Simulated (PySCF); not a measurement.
**Telling isomers of C$_{7}$H$_{5}$FN$_{2}$ apart by NMR**

- geometry from GFN2-xTB
- σ from GIAO-PBE0/pcSseg-1
- run in PySCF
- averaged over atoms made equivalent by symmetry, fast rotation or ring inversion, non-relativistic Hamiltonian, gas phase, a single conformation

Scale: TMS for ¹H (σref 31.72) and ¹³C (σref 186.93) (reference shieldings calculated alike). Splittings of carbon signals by F and P are missing where no couplings were computed. Where no couplings were computed, multiplicities follow the n + 1 count of equivalent neighbours, and m marks all less simple cases (inequivalent or close neighbours, rings, F or P nearby). Shifts are as computed. Against solution values, carbons near 30 ppm lie about +3 ppm off and those near 130 ppm about +5 ppm. Of 1211 compounds with measured shifts, 218 miss one by over three times the rms of a fit or turn the order of signals round; such compounds aren't used in these exercises.

(1) Tabulate the signals of `C#Cc1ncc(C)c(F)n1`, `N#CC(C#N)=CC/C=C/F`, `Fc1cn2ccccc2n1`, `C#Cc1nnc(C)cc1F` and their relative energies.

(2) What is the quickest way to tell N#CC(C#N)=CC/C=C/F from Fc1cn2ccccc2n1?

(3) What is the quickest way to tell Fc1cn2ccccc2n1 from C#Cc1nnc(C)cc1F?

(4) What is the quickest way to tell N#CC(C#N)=CC/C=C/F from C#Cc1nnc(C)cc1F?

## Answers

(1) 
```tsv
SMILES	carbon types	δC	δH	E rel. (kcal/mol)
C#Cc1ncc(C)c(F)n1	4×C 2×CH 1×CH3	178.1, 166.0, 154.7, 122.7, 86.6, 86.4, 14.3	8.81 (m, 1H), 2.71 (s, 1H), 2.40 (s, 3H)	42.8
N#CC(C#N)=CC/C=C/F	3×C 3×CH 1×CH2	175.2, 163.6, 118.2, 116.9, 110.5, 93.1, 34.6	7.42 (t, 1H), 7.13 (m, 1H), 5.51 (m, 1H), 3.31 (m, 2H)	59.2
Fc1cn2ccccc2n1	2×C 5×CH	171.4, 143.3, 128.8, 128.5, 124.3, 118.3, 95.3	8.26 (d, 1H), 7.86 (d, 1H), 7.47 (m, 1H), 7.16 (m, 1H), 7.12 (m, 1H)	0.0
C#Cc1nnc(C)cc1F	4×C 2×CH 1×CH3	175.6, 162.6, 140.3, 115.6, 98.2, 80.6, 25.1	7.08 (m, 1H), 3.38 (s, 1H), 3.02 (s, 3H)	71.6
```

Energies are electronic energies at PBE0/pcSseg-1 on these geometries, without zero-point or thermal terms, each for the one conformer computed, which needn't be the lowest.

(2) Both give the same number of carbon signals, but DEPT or the intensities differ. The first has an allylic sp3 CH2 at 34.6 ppm, the second an aromatic carbon bearing fluorine (C) at 171.4 ppm. Their most deshielded carbons lie at 175.2 and 171.4 ppm. In the proton spectra the most deshielded non-exchanging signals are 7.42 (t, 1H) and 8.26 (d, 1H).

(3) Both give the same number of carbon signals, but DEPT or the intensities differ. The first has an aromatic CH at 128.8 ppm, the second an alkyne carbon (C) at 80.6 ppm. Their most deshielded carbons lie at 171.4 and 175.6 ppm. In the proton spectra the most deshielded non-exchanging signals are 8.26 (d, 1H) and 7.08 (m, 1H).

(4) Both give the same number of carbon signals, but DEPT or the intensities differ. The first has an allylic sp3 CH2 at 34.6 ppm, the second a methyl carbon on an aromatic ring (CH3) at 25.1 ppm. Their most deshielded carbons lie at 175.2 and 175.6 ppm.
